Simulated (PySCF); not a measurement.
BeBrF, SMILES [Be]([Br])[F] (B3LYP/def2-SVP optimised geometry):

```
3

Be    -0.284     0.006     0.000
F     -1.669    -0.006    -0.001
Br     1.669     0.006     0.000
```

Method: B3LYP/def2-TZVP in PySCF.

**Question.** What are the frontier orbital energies and the dipole moment?

**Answer.** HOMO-2 -10.66 eV, HOMO-1 -8.81 eV, HOMO -8.81 eV, LUMO -0.95 eV, LUMO+1 0.01 eV; dipole moment 0.40 D.

On the same geometry PBE/def2-TZVP run with PySCF gives HOMO-2 -9.60 eV, HOMO-1 -7.80 eV, HOMO -7.80 eV, LUMO -1.34 eV, LUMO+1 -0.57 eV; dipole moment 0.41 D.

Meta-Löwdin charges at B3LYP/def2-TZVP: Be1 1.40, F2 -0.77, Br3 -0.63.
